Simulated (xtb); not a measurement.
sulfur difluoride (F2S), singlet, from a rough starting geometry; xtb with GFN2-xTB.

The xtb input:
```
$ xtb mol.xyz --gfn 2 --opt vtight --json

# file mol.xyz
3

F     -1.23914021    -0.37164560     0.03553645
S     -0.03030177     0.66781183     0.03244071
F      1.23673397    -0.36542973     0.05350710
```

### Question
Predict the main parts of the log of this xtb run.

### Answer

```
   ID    Z sym.   atoms
    1    9 F      1, 3
    2   16 S      2

           -------------------------------------------------
          |                Calculation Setup                |
           -------------------------------------------------

           -------------------------------------------------
          |                 G F N 2 - x T B                 |
           -------------------------------------------------

          ...................................................
          :                      SETUP                      :
          :.................................................:
          :  # basis functions                  18          :
          :  # atomic orbitals                  17          :
          :  # shells                            7          :
          :  # electrons                        20          :
          :  max. iterations                   250          :
          :  Hamiltonian                  GFN2-xTB          :
          :  restarted?                      false          :
          :  GBSA solvation                  false          :
          :  PC potential                    false          :
          :  electronic temp.          300.0000000     K    :
          :  accuracy                    1.0000000          :
          :  -> integral cutoff          0.2500000E+02      :
          :  -> integral neglect         0.1000000E-07      :
          :  -> SCF convergence          0.1000000E-05 Eh   :
          :  -> wf. convergence          0.1000000E-03 e    :
          :  Broyden damping             0.4000000          :
          :  net charge                          0          :
          :  unpaired electrons                  0          :
          ...................................................

 iter      E             dE          RMSdq      gap      omega  full diag
   1    -12.6821875 -0.126822E+02  0.131E+01    3.40       0.0  T
   2    -12.6925015 -0.103140E-01  0.517E+00    2.99       1.0  T
   3    -12.6932611 -0.759667E-03  0.111E+00    2.73       1.0  T
   4    -12.6933419 -0.807446E-04  0.242E-01    2.67       1.0  T
   5    -12.6933452 -0.336712E-05  0.689E-02    2.68       1.0  T
   6    -12.6933459 -0.633567E-06  0.281E-02    2.68       2.1  T
   7    -12.6933459 -0.821300E-07  0.238E-03    2.68      24.3  T
   8    -12.6933459 -0.798417E-09  0.276E-04    2.68     209.2  T
   9    -12.6933459 -0.193978E-11  0.776E-05    2.68     744.2  T

[...]
         :: total energy             -12.685820641703 Eh    ::
 * total energy  :   -12.6858206 Eh     change       -0.2378542E-11 Eh
 * total energy  :   -12.6862635 Eh     change       -0.4428572E-03 Eh
 * total energy  :   -12.6866198 Eh     change       -0.3563000E-03 Eh
 * total energy  :   -12.6866259 Eh     change       -0.6078659E-05 Eh
 * total energy  :   -12.6866302 Eh     change       -0.4351093E-05 Eh
 * total energy  :   -12.6866309 Eh     change       -0.7015466E-06 Eh
 * total energy  :   -12.6866309 Eh     change       -0.4181075E-08 Eh
   *** GEOMETRY OPTIMIZATION CONVERGED AFTER 7 ITERATIONS ***
         :: total energy             -12.686630934326 Eh    ::
[...]
        12                         -0.2382755              -6.4838
        13                         -0.0018676              -0.0508
        14                          0.0016283               0.0443
        15                          0.0155528               0.4232
        16                          0.2056834               5.5969
        17                          0.5600630              15.2401
      -------------------------------------------------------------
                  HL-Gap            0.0914694 Eh            2.4890 eV
             Fermi-level           -0.3414264 Eh           -9.2907 eV

     #   Z          covCN         q      C6AA      α(0)
     1   9 F        0.787    -0.213    11.366     3.982
     2  16 S        1.574     0.425   124.736    18.808
     3   9 F        0.787    -0.213    11.366     3.982

 Mol. C6AA /au·bohr⁶  :        312.194901
 Mol. C8AA /au·bohr⁸  :      11000.163014
 Mol. α(0) /au        :         26.772095

Wiberg/Mayer (AO) data.
largest (>0.10) Wiberg bond orders for each atom

 ---------------------------------------------------------------------------
     #   Z sym  total        # sym  WBO       # sym  WBO       # sym  WBO
 ---------------------------------------------------------------------------
     1   9 F    1.170 --     2 S    1.126
     2  16 S    2.252 --     1 F    1.126     3 F    1.126
     3   9 F    1.170 --     2 S    1.126
 ---------------------------------------------------------------------------

Topologies differ in total number of bonds
Writing topology from bond orders to xtbtopo.mol

molecular dipole:
                 x           y           z       tot (Debye)
 q only:       -0.007       0.866      -0.010
   full:       -0.005       0.701      -0.008       1.782
molecular quadrupole (traceless):
                xx          xy          yy          xz          yz          zz
 q only:       -2.538      -0.059       1.654      -0.025       0.090       0.884
  q+dip:       -3.127      -0.053       0.961      -0.039       0.094       2.166
   full:       -2.363      -0.051       1.412      -0.024       0.074       0.951

optimized geometry written to: xtbopt.xyz

           -------------------------------------------------
          | TOTAL ENERGY              -12.686630934326 Eh   |
          | GRADIENT NORM               0.000021220273 Eh/α |
          | HOMO-LUMO GAP               2.489008356903 eV   |
           -------------------------------------------------

normal termination of xtb
```
